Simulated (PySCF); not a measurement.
BH₅O₄Ti, multiplicity 1.

```xyz
11

O      1.3425     0.7458     0.0693
Ti    -0.3165    -0.0369    -0.0270
O     -0.1030    -1.8048    -0.0930
H     -0.1647    -2.5123     0.5598
O     -1.1535     0.5113    -1.5058
H     -1.3984     0.0434    -2.3133
O     -1.2394     0.4044     1.4372
H     -2.0539     0.9105     1.5459
B      2.6607     0.5287     0.2030
H      3.4153     1.4829     0.2245
H      3.0880    -0.6093     0.3008
```

Geometry: r2SCAN-D4/def2-SVP. The spin state was assumed, not searched. One conformer was computed; it need not be the lowest.

Calculation: PBE/pcSseg-1 in PySCF. Non-relativistic, no solvent.

### Question
Give the absolute GIAO shielding of each atom: isotropic value and principal components (ppm). (An estimate is asked for; the answer gives what the named calculation found.)

### Answer

```csv
atom,σ(iso),σ11,σ22,σ33,span
O1,-145.5,-301.3,-84.2,-50.9,250.4
Ti2,-285.8,-357.2,-307.3,-192.8,164.4
O3,-8.0,-326.8,-0.7,303.4,630.2
H4,23.9,16.7,24.5,30.5,13.8
O5,-20.8,-343.7,-9.5,290.7,634.4
H6,23.3,16.0,24.6,29.4,13.5
O7,-21.0,-354.4,12.7,278.8,633.2
H8,23.3,15.9,24.7,29.2,13.2
B9,45.0,5.3,42.6,87.2,82.0
H10,25.6,24.7,25.8,26.2,1.5
H11,25.3,24.3,25.6,26.0,1.7
```
